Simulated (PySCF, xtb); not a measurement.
WF2, SMILES [F][W][F] (connectivity only; charge and spin as stated), neutral, multiplicity 3.

Harmonic wavenumbers (cm⁻¹) from GFN2-xTB (xtb) at its own minimum, in rising order: 225, 225, 593, 635.

What does PySCF with B3LYP-D3(BJ)/def2-TZVP give at its own minimum? (An estimate is asked for; the answer gives what the named calculation found.)

78, 78, 719, 729. Paired by order, the mean absolute difference is 129 cm⁻¹ and the zero-point energies are 2.4 and 2.3 kcal/mol.
